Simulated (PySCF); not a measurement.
Spinor energies of Xe³⁹⁺ (xenon, charge +39)

Start: [Ne] 3s2 3p3; 3p1/2 filled at m_j = -1/2, +1/2; 3p3/2 filled at m_j = +3/2. Calculated with PySCF 2.14 in an even-tempered Gaussian basis (19 s from 8.1 bohr⁻², ratio 2.4; 14 p from 11 bohr⁻², ratio 2.4; 4 d from 38 bohr⁻², ratio 2.6; 4 f from 58 bohr⁻², ratio 2.6): generalised Hartree-Fock with the X2C-1e Hamiltonian and a Gaussian nucleus; one run each with spin-orbit coupling (SO) switched off, then screened by Boettger's factors.

```json
{"spinor shell": "1s1/2", "electrons": "2", "ε, spin-free (eV)": "-37085.2", "ε, screened SO (eV)": "-37078.0", "weight of nominal j (screened SO)": "1.000", "rms radius, screened SO (bohr)": "0.0305"}
{"spinor shell": "2s1/2", "electrons": "2", "ε, spin-free (eV)": "-7753.2", "ε, screened SO (eV)": "-7749.9", "weight of nominal j (screened SO)": "1.000", "rms radius, screened SO (bohr)": "0.122"}
{"spinor shell": "2p1/2", "electrons": "2", "ε, spin-free (eV)": "-7196.7", "ε, screened SO (eV)": "-7431.4", "weight of nominal j (screened SO)": "1.000", "rms radius, screened SO (bohr)": "0.105"}
{"spinor shell": "3s1/2", "electrons": "2", "ε, spin-free (eV)": "-3004.4", "ε, screened SO (eV)": "-3003.0", "weight of nominal j (screened SO)": "1.000", "rms radius, screened SO (bohr)": "0.295"}
{"spinor shell": "3p1/2", "electrons": "2", "ε, spin-free (eV)": "-2848.7", "ε, screened SO (eV)": "-2891.4", "weight of nominal j (screened SO)": "0.996", "rms radius, screened SO (bohr)": "0.283"}
{"spinor shell": "3p3/2", "electrons": "1", "ε, spin-free (eV)": "-2848.7", "ε, screened SO (eV)": "-2813.6", "weight of nominal j (screened SO)": "1.000", "rms radius, screened SO (bohr)": "0.291"}
```

(1) Where does 2p3/2 lie, and what is the 2p spin-orbit splitting (screened SO)?

```
   quantity    spin-free  screened SO
E (hartree)  -6127.57818  -6132.14149
        M_J          3/2          3/2
       ⟨J²⟩        3.750        3.751
       ⟨L²⟩        0.000        2.302
       ⟨S²⟩        3.750        1.625
```

Each row is a mean over spinors that exchange with the open shell spreads, by up to 23.878 eV (3s1/2).

Breit and QED terms are absent; they matter most for the inner s and p1/2 levels.

Densities and radii are taken from the X2C orbitals without a picture-change correction, which distorts them close to the nucleus.

Without spin-orbit coupling the j labels of p, d and f shells carry no meaning; the spin-free column gives the mean over the occupied spinors of each nl shell.

## Answers

(1) At -7087.9 eV, 343.56 eV above 2p1/2.
